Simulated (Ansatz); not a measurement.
Consider the redistribution: `C=C[SiH2]S` + `[SiH3]CC[SeH]` → `S[SiH2]C[SeH]` + `C=CC[SiH3]`.

Calculated with Ansatz (gas phase, PBE0-D4/def2-TZVP geometries, no zero-point term in ΔE). CBS: MP2 limit from def2 TZ/QZ plus the TZ coupled-cluster correction, frozen cores. DFT in def2-TZVPP. B3LYP here is the variant with VWN-RPA as its local correlation; programs differ in this. For Se outer-core shells are correlated without core-valence functions, which leaves a few kJ/mol of doubt a bond. Scalar relativity is left out up to krypton. Each species was taken in one conformer, which may not be the lowest.

(1) Is it downhill or uphill in electronic energy at CCSD(T)/CBS, and by how much? (An estimate is asked.)

(2) What do these levels give: PBE-D4, r2SCAN-D4, ωB97M-V, r2SCAN, B3LYP, SCS-MP2/def2-TZVPP, CCSD(T)/def2-TZVPP, HF/def2-QZVPP, MP2/def2-QZVPP, SCS-MP2/def2-QZVPP, MP2/CBS(def2), CCSD/CBS(def2)? (Estimate.)

Largest T1 diagnostic among the species: 0.011.

Results:

(1) The calculation gave: Downhill: ΔE = -5.7 kJ/mol.

(2) The calculation gave: PBE-D4 -7.8, r2SCAN-D4 -7.7, ωB97M-V -7.1, r2SCAN -7.7, B3LYP -5.5, SCS-MP2/def2-TZVPP -5.0, CCSD(T)/def2-TZVPP -5.2, HF/def2-QZVPP -3.4, MP2/def2-QZVPP -6.8, SCS-MP2/def2-QZVPP -5.2, MP2/CBS(def2) -7.0, CCSD/CBS(def2) -5.7 kJ/mol.
